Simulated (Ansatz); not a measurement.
CH₆AlNO. Charge 0, multiplicity 1. The bonds changed during the relaxation, so this is another structure than the one it started from. The structure was optimised at the PBE0-D4/def2-TZVP level. It is one conformer, not always the lowest.

```xyz
10

N    -0.054   -1.513   -0.804
C     0.526   -0.871    0.147
O     0.750    2.220    0.576
Al   -0.398    0.931    0.645
H     0.211   -2.435   -1.134
H    -0.852   -1.052   -1.246
H     1.372   -1.416    0.575
H     0.877    2.719   -0.228
H    -1.003    0.614    2.094
H    -1.429    0.802   -0.625
```

Question: What is the dipole moment at r2SCAN/def2-TZVPP? (Estimate.)

Answer: Computed: 7.08 D, with components (1.46, -5.69, -3.95) D in this frame, pointing from negative to positive charge.

Question: And with PBE, B3LYP, ωB97M-V? (Estimate.)

Answer: The calculation gave: PBE 6.92 D, B3LYP 7.14 D, ωB97M-V 7.28 D.

Question: Give the Mulliken charges with r2SCAN, B3LYP, PBE in def2-TZVPP. (Estimate.)

Answer: Computed: 
```csv
atom,r2SCAN,B3LYP,PBE
N1,-0.15,-0.12,-0.11
C2,0.04,0.00,0.00
O3,-0.49,-0.47,-0.42
Al4,0.45,0.42,0.30
H5,0.19,0.19,0.20
H6,0.21,0.20,0.20
H7,0.07,0.11,0.10
H8,0.17,0.16,0.16
H9,-0.21,-0.20,-0.17
H10,-0.29,-0.28,-0.24
```

B3LYP here is the variant with VWN-RPA as its local correlation; programs differ in this.
